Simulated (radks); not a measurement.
Spherical quantum dot in the effective-mass picture: electrons in a well V = -V0 / (1 + exp((r - R)/a)) with V0 = 3.96, R = 8.63, a = 0.83, with a point charge +1 (a donor) at the centre, all in effective atomic units (hartree* = m*/eps^2 hartree, bohr* = eps/m* bohr), one dielectric constant everywhere. Method: non-relativistic Kohn-Sham, LDA (Slater exchange, Perdew-Wang correlation), spin-polarised, spherical densities; computed with a radial shooting solver with Libxc functionals. Levels are named by radial order and angular momentum (1s, 1p, 1d, 2s, ...), and open shells are averaged over m.

N = 14, configuration 1s2 1p6 1d(up 5, down 0) 2s(up 1, down 0). This is the lowest configuration that the search found. Occupied and some empty levels:

level,occupation,eigenvalue (hartree*),<r> (bohr*)
1s up,1,-1.7968,4.120
1s down,1,-1.7525,4.725
1p up,3,-1.7315,5.427
1p down,3,-1.6974,5.421
2s up,1,-1.6860,3.085
1d up,5,-1.6555,5.663
1d down,0,-1.6212,5.665
2s down,0,-1.5960,2.855
1f up,0,-1.5542,5.860
1f down,0,-1.5199,5.870
1g up,0,-1.4303,6.037
1g down,0,-1.3963,6.052
2p up,0,-1.3801,4.313
2p down,0,-1.3503,4.396

Energy (hartree*): total -39.8646, kinetic 2.5975, external -56.614, Hartree 16.902, exchange-correlation -2.7504.
